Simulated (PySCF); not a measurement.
C4H3N2 (SMILES [c]1cnccn1), doublet, geometry from GFN2-xTB, with bond 7-3 at 2.4 times its length; CASSCF(7,6)/6-31G run with PySCF.

Here is a job for PySCF.
```python
from pyscf import gto, scf, mcscf
import numpy

mol = gto.Mole()
mol.atom = '''
    C     0.94981962    0.99446275    0.00309143
    N    -0.28982041    1.33304898   -0.00013656
    C    -1.25884528    0.43465061   -0.00323323
    C    -0.88376033   -0.90452720   -0.00286618
    N     0.38711950   -1.25741399    0.00044031
    C     1.33544724   -0.34372978    0.00348783
    H    -3.72501150    1.23768958   -0.00959124
    H    -1.61069132   -1.70419822   -0.00525117
    H     2.36004480   -0.67963519    0.00612822
'''
mol.basis = '6-31g'
mol.spin = 1
mol.verbose = 4
mol.build()

mf = scf.ROHF(mol)
mf.kernel()
mc = mcscf.CASSCF(mf, 6, 7)
mc.fix_spin_(ss=0.75)
mc.kernel()
occ = numpy.linalg.eigvalsh(mc.fcisolver.make_rdm1(mc.ci, mc.ncas, mc.nelecas))[::-1]
ss = mc.fcisolver.spin_square(mc.ci, mc.ncas, mc.nelecas)[0]
print('natural occupations', occ.round(4), ' <S^2>', round(ss, 4))
```

**Question.** Write the output that PySCF gives for this input, abridged.

**Answer.** 
```
PySCF version 2.14.0

[INPUT] verbose = 4
[INPUT] num. atoms = 9
[INPUT] num. electrons = 41
[INPUT] charge = 0
[INPUT] spin (= nelec alpha-beta = 2S) = 1
[INPUT] symmetry False subgroup None
[INPUT] Mole.unit = angstrom
[INPUT] Symbol           X                Y                Z      unit          X                Y                Z       unit  Magmom
[INPUT]  1 C      0.949819620000   0.994462750000   0.003091430000 AA    1.794898949538   1.879262238582   0.005841956033 Bohr   0.0
[INPUT]  2 N     -0.289820410000   1.333048980000  -0.000136560000 AA   -0.547681200209   2.519097482831  -0.000258061000 Bohr   0.0
[INPUT]  3 C     -1.258845280000   0.434650610000  -0.003233230000 AA   -2.378872812401   0.821370612775  -0.006109919198 Bohr   0.0
[INPUT]  4 C     -0.883760330000  -0.904527200000  -0.002866180000 AA   -1.670064983455  -1.709308680220  -0.005416295224 Bohr   0.0
[INPUT]  5 N      0.387119500000  -1.257413990000   0.000440310000 AA    0.731549832479  -2.376168066297   0.000832065310 Bohr   0.0
[INPUT]  6 C      1.335447240000  -0.343729780000   0.003487830000 AA    2.523629537406  -0.649555145057   0.006591043469 Bohr   0.0
[INPUT]  7 H     -3.725011500000   1.237689580000  -0.009591240000 AA   -7.039251545855   2.338894333428  -0.018124816795 Bohr   0.0
[INPUT]  8 H     -1.610691320000  -1.704198220000  -0.005251170000 AA   -3.043765466014  -3.220467897771  -0.009923273134 Bohr   0.0
[INPUT]  9 H      2.360044800000  -0.679635190000   0.006128220000 AA    4.459838313704  -1.284324373717   0.011580657431 Bohr   0.0

nuclear repulsion = 197.834523966208
number of shells = 36
number of NR pGTOs = 144
number of NR cGTOs = 60
basis = 6-31g
ecp = {}

******** <class 'pyscf.scf.rohf.ROHF'> ********
method = ROHF
initial guess = minao
damping factor = 0
level_shift factor = 0
DIIS = <class 'pyscf.scf.diis.CDIIS'>
diis_start_cycle = 1
diis_space = 8
diis_damp = 0
SCF conv_tol = 1e-09
SCF conv_tol_grad = None
SCF max_cycles = 50
direct_scf = True
direct_scf_tol = 1e-13
num. doubly occ = 20  num. singly occ = 1
Set gradient conv threshold to 3.16228e-05
init E= -263.437199911932
  HOMO = -0.0970374590857108  LUMO = -0.0843709387409282  gap/eV = 0.34467
cycle= 1 E= -261.4580485725  delta_E= 1.98  |g|= 0.56  |ddm|=  2.4
  HOMO = -0.252207084554568  LUMO = -0.0655702558632907  gap/eV = 5.07865
cycle= 2 E= -261.566613595426  delta_E= -0.109  |g|= 0.431  |ddm|= 0.916
  HOMO = -0.187640001040747  LUMO = -0.0415531459203111  gap/eV = 3.97523
cycle= 3 E= -261.634710289982  delta_E= -0.0681  |g|= 0.12  |ddm|= 0.504
  HOMO = -0.166896385543701  LUMO = -0.0477465887010782  gap/eV = 3.24223
cycle= 4 E= -261.643067875581  delta_E= -0.00836  |g|= 0.063  |ddm|= 0.222
  HOMO = -0.180878724206412  LUMO = -0.0349602355205711  gap/eV = 3.97064
cycle= 5 E= -261.645643999604  delta_E= -0.00258  |g|= 0.0182  |ddm|= 0.12
  HOMO = -0.183139700725526  LUMO = -0.0347135678948038  gap/eV = 4.03888
cycle= 6 E= -261.645928348999  delta_E= -0.000284  |g|= 0.0109  |ddm|= 0.0363
  HOMO = -0.183203097195845  LUMO = -0.0345256886960945  gap/eV = 4.04572
cycle= 7 E= -261.646013033071  delta_E= -8.47e-05  |g|= 0.00416  |ddm|= 0.0203
  HOMO = -0.183693566353481  LUMO = -0.0340672501090233  gap/eV = 4.07154
cycle= 8 E= -261.646029278321  delta_E= -1.62e-05  |g|= 0.00196  |ddm|= 0.00887
  HOMO = -0.183380175798199  LUMO = -0.033930820066139  gap/eV = 4.06672
cycle= 9 E= -261.646032989359  delta_E= -3.71e-06  |g|= 0.000836  |ddm|= 0.00343
  HOMO = -0.18324947421127  LUMO = -0.0338841356385575  gap/eV = 4.06444
cycle= 10 E= -261.646033959424  delta_E= -9.7e-07  |g|= 0.000501  |ddm|= 0.00261
  HOMO = -0.183348525185471  LUMO = -0.0338478073446449  gap/eV = 4.06812
cycle= 11 E= -261.646034237457  delta_E= -2.78e-07  |g|= 0.000218  |ddm|= 0.00112
  HOMO = -0.183285775834259  LUMO = -0.0338261567032092  gap/eV = 4.06700
cycle= 12 E= -261.646034286684  delta_E= -4.92e-08  |g|= 8.78e-05  |ddm|= 0.000474
  HOMO = -0.183309621703857  LUMO = -0.033819114757679  gap/eV = 4.06784
cycle= 13 E= -261.646034294056  delta_E= -7.37e-09  |g|= 2.29e-05  |ddm|= 0.00019
  HOMO = -0.183310558192521  LUMO = -0.0338151261238855  gap/eV = 4.06798
cycle= 14 E= -261.646034294454  delta_E= -3.98e-10  |g|= 1.16e-05  |ddm|= 5.82e-05
  HOMO = -0.183308515759524  LUMO = -0.0338162320304216  gap/eV = 4.06789
Extra cycle  E= -261.646034294499  delta_E= -4.56e-11  |g|= 8.62e-06  |ddm|= 4.21e-05
converged SCF energy = -261.646034294499

******** <class 'pyscf.mcscf.mc1step.CASSCF'> ********
CAS (4e+3e, 6o), ncore = 17, nvir = 37
max_cycle_macro = 50
max_cycle_micro = 4
conv_tol = 1e-07
conv_tol_grad = None
orbital rotation max_stepsize = 0.02
orbital rotation threshold for CI restart = 0.01
augmented hessian ah_max_cycle = 30
augmented hessian ah_conv_tol = 1e-12
augmented hessian ah_linear dependence = 1e-14
augmented hessian ah_level shift = 1e-08
augmented hessian ah_start_tol = 2.5
augmented hessian ah_start_cycle = 3
augmented hessian ah_grad_trust_region = 3
kf_trust_region = 3
kf_interval = 4
ci_response_space = 4
ci_grad_trust_region = 3
with_dep4 0
natorb = False
canonicalization = True
sorting_mo_energy = False
ao2mo_level = 2
internal_rotation = False
******** <class 'pyscf.fci.addons.SpinPenaltyFCISolver'> ********
max. cycles = 50
conv_tol = 1e-08
davidson only = True
linear dependence = 1e-12
level shift = 0.001
max iter space = 12
nroots = 1
pspace_size = 400
spin = None
CASCI E = -261.743158755610  S^2 = 0.7500000
Set conv_tol_grad to 0.000316228
macro iter   1 ( 21 JK    4 micro), CASSCF E = -261.771844267680  dE = -2.86855121e-02  S^2 = 0.7500000
               |grad[o]|=0.114  |grad[c]|=0.0231  |ddm|=0.0572  |maxRot[o]|= 0.14
macro iter   2 ( 14 JK    4 micro), CASSCF E = -261.774285558125  dE = -2.44129045e-03  S^2 = 0.7500000
               |grad[o]|=0.0387  |grad[c]|=0.00527  |ddm|=0.027  |maxRot[o]|=0.112
macro iter   3 ( 16 JK    4 micro), CASSCF E = -261.774316819576  dE = -3.12614510e-05  S^2 = 0.7500000
               |grad[o]|=0.00258  |grad[c]|=0.000564  |ddm|=0.00547  |maxRot[o]|=0.0497
macro iter   4 ( 11 JK    3 micro), CASSCF E = -261.774318290530  dE = -1.47095432e-06  S^2 = 0.7500000
               |grad[o]|=0.000681  |grad[c]|=0.000212  |ddm|=0.00106  |maxRot[o]|=0.0135
macro iter   5 (  3 JK    1 micro), CASSCF E = -261.774318350515  dE = -5.99851546e-08  S^2 = 0.7500000
               |grad[o]|=8.95e-05  |grad[c]|=8.97e-05  |ddm|=0.000119  |maxRot[o]|=0.00191
1-step CASSCF converged in   5 macro ( 65 JK  16 micro) steps
CASSCF canonicalization
Density matrix diagonal elements [1.95765919 1.98471546 1.43971892 0.99975073 0.5605517  0.05760399]
CASSCF energy = -261.774318350515
CASCI E = -261.774318350515  E(CI) = -8.29744812096902  S^2 = 0.7500000
natural occupations [1.9849 1.9575 1.4401 0.9999 0.56   0.0576]  <S^2> 0.75
```
